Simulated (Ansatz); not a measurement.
Two structures of Si₂H₇OF₃, singlet, reached by relaxing down either side of one saddle point (PBE0-D4/def2-TZVP). Energies are electronic, without zero-point energy. Ansatz 0.2.0; basis: def2-TZVPP and def2-QZVPP; cores frozen in the correlated methods. Extrapolation: Hartree–Fock as exp(−7.88 √X), correlation as X^−2.97. First:

```
13
angstrom
Si -1.3866 -0.1347 -0.6991
Si 0.8094 -0.8648 -1.0606
F -2.3443 -1.1009 -1.5440
F -1.6451 1.3138 -1.3232
H -1.9062 -0.1803 0.6832
H 0.3111 1.3423 1.6070
O 0.2737 1.4894 0.6549
H 1.1507 -0.7384 1.8455
F 0.9082 -0.3210 2.6415
H 0.8515 -2.0980 -1.8907
H 1.6600 0.1821 -1.6741
H 1.4257 -1.2474 0.2518
H -0.1083 2.3579 0.5078
```

Second:

```
atom    x (Å)    y (Å)    z (Å)
 Si1  -2.0244   0.6805  -0.0610
 Si2   1.8987  -1.1670  -0.8708
  F3  -1.9123  -0.7629  -0.6959
  F4  -2.5285   1.6336  -1.2135
  H5  -2.9515   0.6943   1.0680
  H6  -0.0075   0.7784   2.0611
  O7  -0.5583   1.1597   0.4667
  H8   1.3856  -1.5002   0.4786
  F9   0.3059   0.4663   2.8855
 H10   1.2638  -2.0192  -1.9032
 H11   1.5538   0.2577  -1.1710
 H12   3.3745  -1.2928  -0.9197
 H13   0.2001   1.0716  -0.1248
```

Q: Which bonds change from the first to the second?

A: Si₂H₄F₂ ([F][SiH]([F])[SiH3]) + H₂O + HF → SiH₂OF₂ ([OH][SiH]([F])[F]) + SiH₄ + HF; bonds formed: Si1–O7, Si2–H8, H6–F9; bonds broken: Si1–Si2, H6–O7, H8–F9.

Q: Give the saddle point's structure and its height above each. (An estimate is asked for; the value comes from the calculation.)

A: By the calculation: 169.5 kJ/mol above the first and 297.6 kJ/mol above the second (CCSD(T) at an estimated basis limit (MP2 extrapolated from triple and quadruple zeta, plus CCSD(T) − MP2 in triple zeta)).
Si1  (-1.166, 0.204, -0.209)
Si2  (1.124, -0.920, -0.799)
F3  (-1.486, -1.008, -1.251)
F4  (-1.368, 1.405, -1.246)
H5  (-2.183, -0.105, 0.802)
H6  (0.111, 0.806, 1.662)
O7  (-0.439, 1.458, 0.991)
H8  (0.393, -0.577, 0.747)
F9  (0.578, -0.335, 2.007)
H10  (0.940, -2.365, -1.037)
H11  (0.926, -0.112, -2.029)
H12  (2.469, -0.611, -0.250)
H13  (0.100, 2.160, 0.612)
(Å)

No T1 diagnostic of these runs exceeds 0.014.

Labels in which every atom is bracketed show which atoms are joined, not bond orders.

For scale, one of the runs: CCSD(T)/def2-TZVPP, 306 basis functions, launched by `ansatz run in.yaml --threads 4 --pin off --events-out ev --progress --plain --max-ram 46080MiB --backend cuda --devices 0, --max-vram 37GiB`. Hardware: 4 CPU threads of an AMD EPYC 7R13 and a share of one NVIDIA H100, shared host. Wall time 9.5 s; peak host memory 0.86 GiB.
